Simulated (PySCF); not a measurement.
WF5, SMILES [F][W]([F])([F])([F])[F] (connectivity only; charge and spin as stated), neutral, multiplicity 2.

The structure is a stationary point at r2SCAN-D4/def2-SVP. The multiplicity is an assumed one; no other spin state was optimised. The isomer is the one that the SMILES or the coordinates give; other isomers of the formula were not compared. The def2 effective core potentials stand for the cores of W; spin–orbit coupling is left out.

Method: PySCF with B3LYP/def2-TZVP.

Isolated molecule, no solvent.

Computed frontier levels, dipole moment and polarisability:
- α spin, highest occupied and lowest empty level: -7.19 and -4.24 eV
- β spin, highest occupied and lowest empty level: -11.72 and -3.88 eV
- dipole moment: 0.19 D
- quadrupole, principal values (traceless, Buckingham form, about the centre of nuclear charge): -5.74, 0.15, 5.58 D·Å
- mean static polarisability: 39.0 bohr³ (5.78 Å³)
- polarisability, principal values: 34.8, 39.7, 42.5 bohr³
- ⟨S²⟩: 0.752 (pure state 0.75)
